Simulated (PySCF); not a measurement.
Molecule: `C=C=C=CCOC(F)(F)F`, C6H5F3O.

Cartesian coordinates in Å; atom numbers follow the order of the lines, from 1:
```xyz
15

C     1.3289    1.4765    2.3749
C     1.1741    1.0153    1.1629
C     1.0427    0.6021   -0.0186
C     0.8520    0.1268   -1.2245
C     0.1308   -1.1580   -1.5148
O    -0.4829   -1.7336   -0.3455
C    -1.7034   -1.3289   -0.0783
F    -1.8675    0.0042   -0.0224
F    -2.6123   -1.7417   -0.9926
F    -2.0928   -1.8179    1.0924
H     0.9388    0.9454    3.2280
H     1.8473    2.4024    2.5656
H     1.2275    0.6416   -2.0982
H     0.8365   -1.9235   -1.8540
H    -0.6243   -1.0084   -2.2967
```

Frames of a GFN2-xTB Langevin trajectory at 300 K; GIAO PBE0/pcSseg-1 shieldings in PySCF, gas phase, non-relativistic; equivalent atoms averaged within each frame.

References, each an isolated molecule treated in the same way: 13C (σ = 186.93 ppm), 1H (σ = 31.72 ppm) vs TMS; 17O (σ = 336.08 ppm) against H2O; 19F (σ = 170.95 ppm) vs CFCl3. The references are static minima.

Question: How do the shifts (ppm) fluctuate along the trajectory?

Answer: 
```csv
time (fs),C3,C2,C7,C4,C1,C5,O6,F8/F9/F10,H13,H11/H12
250,192.9,191.1,128.6,113.3,111.8,71.6,122.4,-70.5,6.30,5.68
425,192.6,185.0,133.7,108.7,115.3,86.8,135.3,-47.7,5.05,6.11
625,182.4,186.1,136.9,114.3,110.7,78.9,120.1,-57.0,5.44,7.03
800,183.3,185.0,128.2,117.9,102.7,67.2,125.9,-81.3,7.04,5.63
1000,188.6,190.4,128.7,120.9,96.8,66.1,113.5,-86.1,6.91,5.66
mean of frames,187.9,187.5,131.2,115.0,107.5,74.1,123.4,-68.5,6.15,6.02
standard deviation,5.0,3.0,3.9,4.6,7.5,8.7,8.0,16.1,0.88,0.60
```

5 frames give an uncertainty of the mean of about the standard deviation over 2.2 at best, since frames this close in time may not be independent; classical motion lacks zero-point vibration, and the reference would need the same averaging.
